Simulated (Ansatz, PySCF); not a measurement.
This PySCF input computes a CCSD(T)/cc-pVDZ energy:

```python
from pyscf import gto, scf, mp, cc as ccmod

mol = gto.M(
    atom='''
    B    -0.63828070    0.19445736    0.00069969
    N     0.63078365   -0.32099861   -0.00354644
    H    -1.61807449   -0.55359993   -0.02141969
    H    -0.93312821    1.40011256    0.02575142
    H     1.32712062    0.42819083    0.01699493
    ''',
    basis='cc-pvdz',
    charge=-1,
    spin=0,
    verbose=4,
)

mf = scf.RHF(mol)
mf.conv_tol = 1e-10
mf.max_cycle = 100
mf.kernel()
mp2 = mp.MP2(mf, frozen=2).run()
cc = ccmod.CCSD(mf, frozen=2)
cc.max_cycle = 100
cc.kernel()
et = cc.ccsd_t()
print(f'E(CCSD(T)) = {cc.e_tot + et:.9f}')
```

Q: Write an input for the same energy in Ansatz (an electronic-structure program) and say what it gives.

A: 
Ansatz 0.2 input:
```yaml
crystal:
  periodic: [false, false, false]
  atoms:
    - {symbol: B, position_ang: [-0.63828070, 0.19445736, 0.00069969]}
    - {symbol: N, position_ang: [0.63078365, -0.32099861, -0.00354644]}
    - {symbol: H, position_ang: [-1.61807449, -0.55359993, -0.02141969]}
    - {symbol: H, position_ang: [-0.93312821, 1.40011256, 0.02575142]}
    - {symbol: H, position_ang: [1.32712062, 0.42819083, 0.01699493]}
basis:
  gaussian:
    orbitals: cc-pVDZ
total_charge: -1
magnetization: {spin_polarized: false}
correlation: {method: ccsd_t, electrons: outside_noble_gas}
```
It gives -81.16680 Eh, and PySCF -81.16680 Eh, a difference of 0.00 mEh.
